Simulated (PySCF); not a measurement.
A run for PySCF: R-MP2/6-31G* on HF (SMILES F) with ghost functions, monomers drawn apart or pushed together.

```python
from pyscf import gto, scf, dft, mp
from pyscf.data.elements import chemcore

mol = gto.M(
    atom='''
    F     0.46224565    0.63421046   -0.36073181
    H     0.76977426    0.16002728    0.38073523
    ghost-C   -1.25049446    0.45972457    2.89547553
    ghost-Si    0.24726093   -0.59814636    3.25881604
    ghost-H   -0.95390249    1.46891216    2.60617389
    ghost-H   -1.89087330    0.53030908    3.77651158
    ghost-H   -1.83741920    0.03685661    2.07886647
    ghost-H    1.12112033   -0.69114807    2.04863644
    ghost-H   -0.12732349   -1.98581742    3.61306337
    ghost-H    1.08324650   -0.02325631    4.33679451
    ''',
    basis='6-31g*',
    cart=True,
    charge=0, spin=0, verbose=3, max_memory=1800)
mf = scf.RHF(mol)
mf.conv_tol = 1e-8
mf.max_cycle = 100
mf.kernel()
if not mf.converged:
    mf = mf.newton().run(mf.mo_coeff, mf.mo_occ)
pt = mp.MP2(mf, frozen=chemcore(mol)).run()
```

Program output:

```
converged SCF energy = -100.003379522232
E(RMP2) = -100.183691982156  E_corr = -0.180312459924336
E(SCS-RMP2) = -100.177506758824  E_corr = -0.174127236591905
```

The calculation finished and met its thresholds.

Cost: around 0.9 core-seconds (rough).
